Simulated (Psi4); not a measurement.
Input for Psi4: SAPT0/jun-cc-pV(D+d)Z on C2H9AlO (a complex).

```
memory 2025 MB

molecule dimer {
0 1
Al    0.07526809   -0.21232265    0.65208523
H    -1.44492903   -0.37966063    0.19925407
H     0.73711429    1.20981120    0.36304700
H     1.01513339   -1.50009040    0.62713314
--
0 1
C     0.41613867   -0.98280550    3.57797511
O    -0.16109114   -0.09027583    2.61797358
C    -0.96248009    0.95212991    3.18605218
H    -0.37737037   -1.47468687    4.14388400
H     1.06696771   -0.42342737    4.25279163
H     0.99104656   -1.71481727    3.01956679
H    -1.79565123    0.51458746    3.73872838
H    -1.33871092    1.55383400    2.36360489
H    -0.34959782    1.56713850    3.84727117
units angstrom
symmetry c1
no_reorient
no_com
}

set {
  basis jun-cc-pV(D+d)Z
  scf_type df
  freeze_core true
}

energy('sapt0')
```

Program output:

```
[...]
==> Input File <==

--------------------------------------------------------------------------
memory 2025 MB

molecule dimer {
0 1
Al    0.07526809   -0.21232265    0.65208523
H    -1.44492903   -0.37966063    0.19925407
H     0.73711429    1.20981120    0.36304700
H     1.01513339   -1.50009040    0.62713314
--
0 1
C     0.41613867   -0.98280550    3.57797511
O    -0.16109114   -0.09027583    2.61797358
C    -0.96248009    0.95212991    3.18605218
H    -0.37737037   -1.47468687    4.14388400
H     1.06696771   -0.42342737    4.25279163
H     0.99104656   -1.71481727    3.01956679
H    -1.79565123    0.51458746    3.73872838
H    -1.33871092    1.55383400    2.36360489
H    -0.34959782    1.56713850    3.84727117
units angstrom
symmetry c1
no_reorient
no_com
}

set {
  basis jun-cc-pV(D+d)Z
  scf_type df
  freeze_core true
}

energy('sapt0')
--------------------------------------------------------------------------


   => Loading Basis Set <=

    Name: JUN-CC-PV(D+D)Z
    Role: ORBITAL
    Keyword: BASIS
    atoms 1         entry AL         line   500 file jun-cc-pv_dpd_z.gbs
    atoms 2-4, 8-13 entry H          line    60 file jun-cc-pv_dpd_z.gbs
    atoms 5, 7      entry C          line   188 file jun-cc-pv_dpd_z.gbs
    atoms 6         entry O          line   256 file jun-cc-pv_dpd_z.gbs

   => Loading Basis Set <=

    Name: JUN-CC-PV(D+D)Z
    Role: ORBITAL
    Keyword: BASIS
    atoms 1         entry AL         line   500 file jun-cc-pv_dpd_z.gbs
    atoms 2-4, 8-13 entry H          line    60 file jun-cc-pv_dpd_z.gbs
    atoms 5, 7      entry C          line   188 file jun-cc-pv_dpd_z.gbs
    atoms 6         entry O          line   256 file jun-cc-pv_dpd_z.gbs


  //>>>>>>>>>>>>>>>>>>>>>>>>>>>>>>>>>>>//
  //              Dimer HF             //
  //<<<<<<<<<<<<<<<<<<<<<<<<<<<<<<<<<<<//

   => Libint2 <=

    Primary   basis highest AM E, G, H:  7, 6, 3
    Auxiliary basis highest AM E, G, H:  7, 7, 4
    Onebody   basis highest AM E, G, H:  -, -, -
    Solid Harmonics ordering:            Gaussian


   => Loading Basis Set <=

    Name: JUN-CC-PV(D+D)Z
    Role: ORBITAL
    Keyword: BASIS
    atoms 1         entry AL         line   500 file jun-cc-pv_dpd_z.gbs
    atoms 2-4, 8-13 entry H          line    60 file jun-cc-pv_dpd_z.gbs
    atoms 5, 7      entry C          line   188 file jun-cc-pv_dpd_z.gbs
    atoms 6         entry O          line   256 file jun-cc-pv_dpd_z.gbs


         ---------------------------------------------------------
                                   SCF
               by Justin Turney, Rob Parrish, Andy Simmonett
                          and Daniel G. A. Smith
                              RHF Reference
                        1 Threads,   1931 MiB Core
         ---------------------------------------------------------

  ==> Geometry <==

    Molecular point group: c1
    Full point group: C1

    Geometry (in Angstrom), charge = 0, multiplicity = 1:

       Center              X                  Y                   Z               Mass
    ------------   -----------------  -----------------  -----------------  -----------------
         AL           0.075268090000    -0.212322650000     0.652085230000    26.981538530000
         H           -1.444929030000    -0.379660630000     0.199254070000     1.007825032230
         H            0.737114290000     1.209811200000     0.363047000000     1.007825032230
         H            1.015133390000    -1.500090400000     0.627133140000     1.007825032230
         C            0.416138670000    -0.982805500000     3.577975110000    12.000000000000
         O           -0.161091140000    -0.090275830000     2.617973580000    15.994914619570
         C           -0.962480090000     0.952129910000     3.186052180000    12.000000000000
         H           -0.377370370000    -1.474686870000     4.143884000000     1.007825032230
         H            1.066967710000    -0.423427370000     4.252791630000     1.007825032230
         H            0.991046560000    -1.714817270000     3.019566790000     1.007825032230
         H           -1.795651230000     0.514587460000     3.738728380000     1.007825032230
         H           -1.338710920000     1.553834000000     2.363604890000     1.007825032230
         H           -0.349597820000     1.567138500000     3.847271170000     1.007825032230

  Running in c1 symmetry.

  Rotational constants: A =      0.27715  B =      0.03471  C =      0.03165 [cm^-1]
  Rotational constants: A =   8308.67325  B =   1040.53405  C =    948.78527 [MHz]
  Nuclear repulsion =  176.487914199237679

  Charge       = 0
  Multiplicity = 1
  Electrons    = 42
  Nalpha       = 21
  Nbeta        = 21

  ==> Algorithm <==

  SCF Algorithm Type is DF.
  DIIS enabled.
  MOM disabled.
  Fractional occupation disabled.
  Guess Type is SAD.
  Energy threshold   = 1.00e-08
  Density threshold  = 1.00e-08
  Integral threshold = 1.00e-12

  ==> Primary Basis <==

  Basis Set: JUN-CC-PV(D+D)Z
    Blend: JUN-CC-PV(
[...]
:  -154.08105448311801

   => Energetics <=

    Nuclear Repulsion Energy =             83.1233005124055921
    One-Electron Energy =                -373.9590812819748180
    Two-Electron Energy =                 136.7547262864512163
    Total Energy =                       -154.0810544831180096

Computation Completed


Properties will be evaluated at   0.000000,   0.000000,   0.000000 [a0]

Properties computed using the SCF density matrix


 Multipole Moments:

 ------------------------------------------------------------------------------------
     Multipole            Electronic (a.u.)      Nuclear  (a.u.)        Total (a.u.)
 ------------------------------------------------------------------------------------

 L = 1.  Multiply by 2.5417464519 to convert [e a0] to [Debye]
 Dipole X            :         11.9463337          -12.0377325           -0.0913988
 Dipole Y            :          1.7312626           -1.6698220            0.0614407
 Dipole Z            :       -156.0268357          156.6465781            0.6197423
 Magnitude           :                                                    0.6294515

 ------------------------------------------------------------------------------------

  Constructing Basis Sets for SAPT...

   => Loading Basis Set <=

    Name: (JUN-CC-PV(D+D)Z AUX)
    Role: RIFIT
    Keyword: DF_BASIS_SAPT
    atoms 1         entry AL         line   320 file jun-cc-pvdz-ri.gbs
    atoms 2-4, 8-13 entry H          line    30 file jun-cc-pvdz-ri.gbs
    atoms 5, 7      entry C          line   100 file jun-cc-pvdz-ri.gbs
    atoms 6         entry O          line   188 file jun-cc-pvdz-ri.gbs

   => Loading Basis Set <=

    Name: (JUN-CC-PV(D+D)Z AUX)
    Role: JKFIT
    Keyword: DF_BASIS_ELST
    atoms 1         entry AL         line   426 file jun-cc-pvdz-jkfit.gbs
    atoms 2-4, 8-13 entry H          line    70 file jun-cc-pvdz-jkfit.gbs
    atoms 5, 7      entry C          line   146 file jun-cc-pvdz-jkfit.gbs
    atoms 6         entry O          line   258 file jun-cc-pvdz-jkfit.gbs


  //>>>>>>>>>>>>>>>>>>>>>>>>>>>>>>>>>>>//
  //               SAPT0               //
  //<<<<<<<<<<<<<<<<<<<<<<<<<<<<<<<<<<<//



        SAPT0
    Ed Hohenstein
     6 June 2009

      Orbital Information
  --------------------------
    NSO        =       126
    NMO        =       126
    NRI        =       406
    NRI (Elst) =       565
    NOCC A     =         8
    NOCC B     =        13
    FOCC A     =         5
    FOCC B     =         3
    NVIR A     =       118
    NVIR B     =       113

    Elst10,r            =    -0.079192649913 [Eh]
    Exch10              =     0.074329152541 [Eh]
    Exch10 (S^2)        =     0.072631587869 [Eh]

    Maxiter = 50
    CPHF R converge = 1.000000E-08

    Iter     Energy [mEh]          dE [mEh]         Residual      Time [s]
       1     -16.40301075      16.403010748     1.703664e-02             0
       2     -19.97773184       3.574721093     2.277490e-03             0
       3     -19.85713180      -0.120600041     3.968680e-04             0
       4     -19.86911695       0.011985150     8.989948e-05             0
       5     -19.86801696      -0.001099987     2.020263e-05             0
       6     -19.86793191      -0.000085055     3.361856e-06             0
       7     -19.86798787       0.000055959     3.180969e-07             0
       8     -19.86798125      -0.000006612     3.800237e-08             0
       9     -19.86798168       0.000000425     7.051963e-09             0

    CHF Iterations converged

    Maxiter = 50
    CPHF R converge = 1.000000E-08

    Iter     Energy [mEh]          dE [mEh]         Residual      Time [s]
       1     -62.65893431      62.658934309     5.096078e-02             0
       2     -77.97994403      15.321009723     2.362708e-02             0
       3     -80.75782015       2.777876123     5.516735e-03             0
       4     -80.45559689      -0.302223268     1.462668e-03             1
       5     -80.34607865      -0.109518233     3.668910e-04             1
       6     -80.36430351       0.018224859     9.737750e-05             1
       7     -80.36979328       0.005489763     2.386422e-05             1
       8     -80.36803153      -0.001761747     5.620777e-06             1
       9     -80.36804124       0.000009713     1.888513e-06             1
      10     -80.36813439       0.000093152     2.676662e-07             1
      11     -80.36813136      -0.000003034     4.778382e-08             1
      12     -80.36813015      -0.000001206     8.295750e-09             1

    CHF Iterations converged

    Ind20,r (A<-B)      =    -0.019867981680 [Eh]
    Ind20,r (B<-A)      =    -0.080368130154 [Eh]
    Ind20,r             =    -0.100236111833 [Eh]
    Exch-Ind20,r (A<-B) =     0.017797714872 [Eh]
    Exch-Ind20,r (B<-A) =     0.050057204199 [Eh]
    Exch-Ind20,r        =     0.067854919071 [Eh]
    Disp20              =    -0.014782345639 [Eh]
    Disp20 (SS)         =    -0.007391172820 [Eh]
    Disp20 (OS)         =    -0.007391172820 [Eh]
    Exch-Disp20         =     0.003576566301 [Eh]
    Exch-Disp20 (SS)    =     0.001999113916 [Eh]
    Exch-Disp20 (OS)    =     0.001577452385 [Eh]

    SAPT Results
  --------------------------------------------------------------------------------------------------------
    Electrostatics                -79.19264991 [mEh]     -49.69413807 [kcal/mol]    -207.92027370 [kJ/mol]
      Elst10,r                    -79.19264991 [mEh]     -49.69413807 [kcal/mol]    -207.92027370 [kJ/mol]

    Exchange                       74.32915254 [mEh]      46.64224740 [kcal/mol]     195.15116311 [kJ/mol]
      Exch10                       74.32915254 [mEh]      46.64224740 [kcal/mol]     195.15116311 [kJ/mol]
      Exch10(S^2)                  72.63158787 [mEh]      45.57700948 [kcal/mol]     190.69420768 [kJ/mol]

    Induction                     -33.79311706 [mEh]     -21.20550110 [kcal/mol]     -88.72381662 [kJ/mol]
      Ind20,r                    -100.23611183 [mEh]     -62.89910979 [kcal/mol]    -263.16987536 [kJ/mol]
      Exch-Ind20,r                 67.85491907 [mEh]      42.57960456 [kcal/mol]     178.15306548 [kJ/mol]
      delta HF,r (2)               -1.41192430 [mEh]      -0.88599587 [kcal/mol]      -3.70700674 [kJ/mol]

    Dispersion                    -11.20577934 [mEh]      -7.03173270 [kcal/mol]     -29.42076960 [kJ/mol]
      Disp20                      -14.78234564 [mEh]      -9.27606193 [kcal/mol]     -38.81104313 [kJ/mol]
      Exch-Disp20                   3.57656630 [mEh]       2.24432924 [kcal/mol]       9.39027353 [kJ/mol]
      Disp20 (SS)                  -7.39117282 [mEh]      -4.63803097 [kcal/mol]     -19.40552156 [kJ/mol]
      Disp20 (OS)                  -7.39117282 [mEh]      -4.63803097 [kcal/mol]     -19.40552156 [kJ/mol]
      Exch-Disp20 (SS)              1.99911392 [mEh]       1.25446292 [kcal/mol]       5.24867286 [kJ/mol]
      Exch-Disp20 (OS)              1.57745238 [mEh]       0.98986632 [kcal/mol]       4.14160067 [kJ/mol]

  Total HF                        -38.65661443 [mEh]     -24.25739178 [kcal/mol]    -101.49292721 [kJ/mol]
  Total SAPT0                     -49.86239377 [mEh]     -31.28912448 [kcal/mol]    -130.91369681 [kJ/mol]

  Special recipe for scaled SAPT0 (see Manual):
    Electrostatics sSAPT0         -79.19264991 [mEh]     -49.69413807 [kcal/mol]    -207.92027370 [kJ/mol]
    Exchange sSAPT0                74.32915254 [mEh]      46.64224740 [kcal/mol]     195.15116311 [kJ/mol]
    Induction sSAPT0              -28.92328157 [mEh]     -18.14963320 [kcal/mol]     -75.93806530 [kJ/mol]
    Dispersion sSAPT0             -10.94909508 [mEh]      -6.87066089 [kcal/mol]     -28.74684518 [kJ/mol]
  Total sSAPT0                    -44.73587402 [mEh]     -28.07218477 [kcal/mol]    -117.45402107 [kJ/mol]
  --------------------------------------------------------------------------------------------------------



*** Psi4 exiting successfully. Buy a developer a beer!
```

The run finished.

Cost: very roughly 7 core-seconds.
